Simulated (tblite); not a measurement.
Parent: `[CH3:1][C:2](=[O:3])[SiH2:4][CH2:5][Cl:6]` with C1–C2–Si4–C5 180°, C2–Si4–C5–Cl6 180°, C3H7ClOSi.

Computed geometry: GFN2-xTB, gas phase. One conformer each, not checked by frequencies here.

```tsv
coordinate of the parent	value
C1–C2	1.503 Å
C2=O3	1.209 Å
C2–Si4	1.933 Å
Si4–C5	1.904 Å
C5–Cl6	1.788 Å
C1–C2–O3	122.3°
C1–C2–Si4	116.8°
O3–C2–Si4	120.9°
C2–Si4–C5	106.7°
Si4–C5–Cl6	109.1°
```

Problem. How does the shared frame change in `[O:1]=[CH:2][CH2:3][C:4](=[O:5])[SiH2:6][CH2:7][Cl:8]` with O1–C2–C3–C4 -33°, C2–C3–C4–O5 -134°, C3–C4–Si6–C7 149°, C4–Si6–C7–Cl8 -69°, C4H7ClO2Si? Atoms pair as C1 = C3, C2 = C4, O3 = O5, Si4 = Si6, C5 = C7, Cl6 = Cl8 (parent first).

Solution. 
| parent | relative | value in the relative | change |
| --- | --- | --- | --- |
| C1–C2 | C3–C4 | 1.531 Å | +0.028 |
| C2=O3 | C4=O5 | 1.201 Å | -0.008 |
| C2–Si4 | C4–Si6 | 1.932 Å | -0.001 |
| Si4–C5 | Si6–C7 | 1.919 Å | +0.015 |
| C5–Cl6 | C7–Cl8 | 1.786 Å | -0.002 |
| C1–C2–O3 | C3–C4–O5 | 121.0° | -1.3 |
| C1–C2–Si4 | C3–C4–Si6 | 114.4° | -2.4 |
| O3–C2–Si4 | O5–C4–Si6 | 124.5° | +3.6 |
| C2–Si4–C5 | C4–Si6–C7 | 100.4° | -6.3 |
| Si4–C5–Cl6 | Si6–C7–Cl8 | 107.3° | -1.8 |

Of the parent's bonds, C1–C2 changes most (+0.028 Å). Bonds of the relative outside the shared frame: O1=C2 1.206, C2–C3 1.483 Å. Point group Cs → C1.

Problem. How does the shared frame change in `[CH2:1]=[C:2]([CH3:3])[CH2:4][C:5](=[O:6])[SiH2:7][CH2:8][Cl:9]` with C1–C2–C4–C5 98°, C2–C4–C5–O6 85°, C4–C5–Si7–C8 163°, C5–Si7–C8–Cl9 176°, C6H11ClOSi? Atoms pair as C1 = C4, C2 = C5, O3 = O6, Si4 = Si7, C5 = C8, Cl6 = Cl9 (parent first).

Solution. 
```tsv
parent	relative	value in the relative	change
C1–C2	C4–C5	1.514 Å	+0.011
C2=O3	C5=O6	1.210 Å	+0.001
C2–Si4	C5–Si7	1.927 Å	-0.006
Si4–C5	Si7–C8	1.905 Å	+0.001
C5–Cl6	C8–Cl9	1.787 Å	-0.001
C1–C2–O3	C4–C5–O6	121.6°	-0.7
C1–C2–Si4	C4–C5–Si7	117.8°	+1.0
O3–C2–Si4	O6–C5–Si7	120.6°	-0.3
C2–Si4–C5	C5–Si7–C8	105.8°	-0.9
Si4–C5–Cl6	Si7–C8–Cl9	109.3°	+0.2
```

Of the parent's bonds, C1–C2 changes most (+0.011 Å). Bonds of the relative outside the shared frame: C1=C2 1.324, C2–C3 1.495, C2–C4 1.509 Å. Point group Cs → C1.

Problem. How does the shared frame change in `[CH3:1][O:2][CH2:3][C:4](=[O:5])[SiH2:6][CH2:7][Cl:8]` with C1–O2–C3–C4 166°, O2–C3–C4–O5 170°, C3–C4–Si6–C7 71°, C4–Si6–C7–Cl8 174°, C4H9ClO2Si? Atoms pair as C1 = C3, C2 = C4, O3 = O5, Si4 = Si6, C5 = C7, Cl6 = Cl8 (parent first).

Solution. 
| parent | relative | value in the relative | change |
| --- | --- | --- | --- |
| C1–C2 | C3–C4 | 1.512 Å | +0.009 |
| C2=O3 | C4=O5 | 1.205 Å | -0.004 |
| C2–Si4 | C4–Si6 | 1.926 Å | -0.007 |
| Si4–C5 | Si6–C7 | 1.911 Å | +0.007 |
| C5–Cl6 | C7–Cl8 | 1.783 Å | -0.005 |
| C1–C2–O3 | C3–C4–O5 | 123.0° | +0.7 |
| C1–C2–Si4 | C3–C4–Si6 | 112.5° | -4.3 |
| O3–C2–Si4 | O5–C4–Si6 | 124.5° | +3.6 |
| C2–Si4–C5 | C4–Si6–C7 | 110.0° | +3.3 |
| Si4–C5–Cl6 | Si6–C7–Cl8 | 108.6° | -0.5 |

Of the parent's bonds, C1–C2 changes most (+0.009 Å). Bonds of the relative outside the shared frame: C1–O2 1.407, O2–C3 1.404 Å. Point group Cs → C1.
